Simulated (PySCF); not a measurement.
Vertical excitations of a molecule C2H8O2Si from PySCF 2.14.0 with TDDFT-ωB97X/def2-SVPD, as energy in eV (oscillator strength): 7.87 (0.009), 8.06 (0.035), 8.53 (0.036), 8.72 (0.012), 8.92 (0.008), 9.00 (0.107), 9.15 (0.068), 9.22 (0.101), 9.41 (0.044), 9.56 (0.144). Lowest triplet (TDA): 7.69 eV. Geometry optimised at PBE-D3(BJ)/def2-SVP. The values are those of a single conformer.

Problem. Which molecule gave these data?
A. CC[SiH](O)O
B. CO[SiH](C)O
C. OC[SiH2]CO
D. COCO[SiH3]

Solution. B, CO[SiH](C)O
